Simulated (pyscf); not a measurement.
**[H₃C–Ga–F]•, doublet**

Gas-phase minimum from PySCF at ωB97X-D3(BJ)/def2-SVP, one conformer. Other isomers of [H₃C–Ga–F]• were not searched in full and may lie lower. 

```xyz
6

C      0.4484    -0.5664    -0.1595
Ga     1.6697     0.8480     0.5534
F      2.2132     0.5653     2.2175
H     -0.4736    -0.5465     0.4434
H      0.9470    -1.5399    -0.0294
H      0.2091    -0.3987    -1.2181
```
Charge 0, spin multiplicity 2.

Bond lengths (Å): C1–Ga2 2.000, C1–H4 1.102, C1–H5 1.102, C1–H6 1.098, Ga2–F3 1.773. Angles (°): Ga2–C1–H4 107.6, Ga2–C1–H5 107.9, Ga2–C1–H6 111.6, H4–C1–H5 109.3, H4–C1–H6 110.0, H5–C1–H6 110.3, C1–Ga2–F3 114.1.

Properties at ωB97X-D3(BJ)/def2-SVP:

```
Quantity                                                                                                                                                                              Value
---------------------------------------------------------------------------------------------------------------------  --------------------------------------------------------------------
Harmonic wavenumbers, unscaled                                                                                         13, 163, 515, 618, 674, 727, 1174, 1421, 1433, 3068, 3182, 3208 cm⁻¹
Zero-point energy                                                                                                                                                             23.2 kcal/mol
Rotational symmetry number                                                                                                                                                                1
Entropy of this conformer at 298 K and 1 atm, rigid rotor and harmonic oscillator, modes under 100 cm⁻¹ raised to 100                                                       305.4 J/(mol K)
Dipole moment                                                                                                                                                                        2.45 D
Spin expectation value S2                                                                                                                                                             0.755
```

Single-point totals, which compare only within one level (frozen core for MP2 and CC):

```json
[
 {"level": "ωB97X-D3(BJ)/def2-TZVP", "total energy (hartree)": "-2064.66712"},
 {"level": "PBE/def2-TZVP", "total energy (hartree)": "-2064.23906"},
 {"level": "r²SCAN/def2-TZVP", "total energy (hartree)": "-2064.60589"},
 {"level": "B3LYP-D3(BJ)/def2-TZVP", "total energy (hartree)": "-2064.74333"},
 {"level": "PBE0-D3(BJ)/def2-TZVP", "total energy (hartree)": "-2064.28467"},
 {"level": "M06-2X/def2-TZVP", "total energy (hartree)": "-2064.62323"},
 {"level": "ωB97M-D3(BJ)/def2-TZVP", "total energy (hartree)": "-2064.73337"},
 {"level": "UHF/def2-TZVPP", "total energy (hartree)": "-2062.38584"},
 {"level": "MP2/def2-TZVPP", "total energy (hartree)": "-2063.02050"},
 {"level": "CCSD/def2-TZVPP", "total energy (hartree)": "-2063.03026"},
 {"level": "CCSD(T)/def2-TZVPP", "total energy (hartree)": "-2063.05365"}
]
```

The lowest mode is so soft that the shape along it may change with the basis. Soft torsions are taken as harmonic, which can shift the entropy by several J/(mol K). The CCSD(T) − MP2 part came from Ansatz, without density fitting, on the same reference. The frozen core leaves the outer d or s,p core shells of the metals and heavy elements correlated in the MP2 and CC values, and def2-TZVPP describes them poorly, so these totals are far from the basis limit. Elements up to Kr have no core potential and no relativistic terms here.
